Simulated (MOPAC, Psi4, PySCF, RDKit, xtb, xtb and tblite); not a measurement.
Two geometries of SMILES C([SiH2]B)C(C)C, relaxed at GFN2-xTB with one dihedral held; other torsions can differ between them too.

Structure A

```
19

B     -1.6771    -0.9646    -3.1083
Si    -0.0173     0.0085    -2.7476
C      0.0602     0.3677    -0.8570
C     -0.5209    -0.7489     0.0071
C      0.2692    -2.0442    -0.1526
C     -1.9911    -0.9735    -0.3173
H     -2.6734    -0.3991    -3.3665
H     -1.6760    -2.1202    -3.3220
H      0.1411     1.3332    -3.3804
H      1.2445    -0.6855    -3.0834
H     -0.4928     1.2873    -0.6540
H      1.0898     0.5574    -0.5529
H     -0.4576    -0.4413     1.0609
H      1.3230    -1.8734     0.0551
H      0.1788    -2.4227    -1.1680
H     -0.0961    -2.8062     0.5338
H     -2.1027    -1.2210    -1.3860
H     -2.5772    -0.0768    -0.1239
H     -2.4063    -1.7982     0.2602
```

Structure B

```
19

B     -3.1218     0.1727    -0.2791
Si    -1.4886     1.2396    -0.4361
C     -1.4374     2.6803     0.8263
C     -2.4669     3.7774     0.5538
C     -3.8921     3.2413     0.6509
C     -2.2851     4.9395     1.5312
H     -3.5914    -0.3741    -1.2017
H     -3.6255    -0.0361     0.7570
H     -0.2708     0.4463    -0.1623
H     -1.2322     1.8626    -1.7515
H     -1.5948     2.2923     1.8351
H     -0.4434     3.1304     0.8221
H     -2.3075     4.1571    -0.4624
H     -4.0601     2.4415    -0.0726
H     -4.0793     2.8435     1.6468
H     -4.6143     4.0326     0.4571
H     -2.4347     4.5995     2.5544
H     -1.2822     5.3533     1.4515
H     -3.0004     5.7337     1.3256
```

Task: Which is lower in energy at the level PBE0-D3(BJ)/def2-SVP // GFN2-xTB run with Psi4, and by how much?

Result: A is lower, by 1.35 kcal/mol (dihedral H7–B1–Si2–C3: 90° in A, 150° in B).

E(B) − E(A) in kcal/mol at the other levels, on the same two geometries: GFN2-xTB (xtb and tblite) 2.09; PBE0/def2-SVP // GFN2-xTB (Psi4) 0.68; PBE/def2-SVP // GFN2-xTB (Psi4) 1.69; PBE-D3(BJ)/def2-SVP // GFN2-xTB (Psi4) 2.42; UFF // GFN2-xTB (RDKit) -214.36; PM7, restricted, heats of formation // GFN2-xTB (MOPAC) -5.37; PM6, restricted, heats of formation // GFN2-xTB (MOPAC) -0.69; GFN1-xTB // GFN2-xTB (xtb) 0.90; restricted B3LYP/6-31G*, spherical d, density fitting // GFN2-xTB (PySCF) -1.33; restricted Hartree-Fock/3-21G // GFN2-xTB (PySCF) -3.28; restricted Hartree-Fock/STO-3G // GFN2-xTB (PySCF) -5.50; restricted M06-2X/6-31G*, spherical d, density fitting // GFN2-xTB (PySCF) -1.02.
